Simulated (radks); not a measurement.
Values are calculated unless marked as measured or tabulated.
Question: Coherent X-ray form factor from a spherical all-electron density. Level of theory: Dirac Kohn-Sham, LDA (Slater exchange, Perdew-Wang correlation), spin-unpolarised, spherical densities, finite nucleus; Fermi nuclear charge, rms radius of each element as measured or else 0.836 A^(1/3) + 0.57 fm (a radial shooting solver on a logarithmic mesh with Libxc functionals).

sin(theta)/lambda (1/angstrom)  f0 (electrons)
0.05                                     9.932
0.1                                      9.734
0.15                                     9.417
0.2                                      8.999
0.25                                     8.504
0.3                                      7.956
0.4                                      6.794
0.5                                      5.668
0.6                                      4.674
0.8                                      3.204
1                                        2.335
1.25                                     1.770
1.5                                      1.487
2                                        1.191

The species is in the configuration that NIST lists as its ground one. Which atom or ion scatters so?

Answer: The aluminium ion Al3+, [Ne]. Extrapolating in s^2 from the first two rows gives f0(0) = 10.0, near the electron count 10; among species with that count, the fall with angle is slower the higher Z, and the table is that of Z = 13; from so few rows the species is fixed only to a neighbour or two.
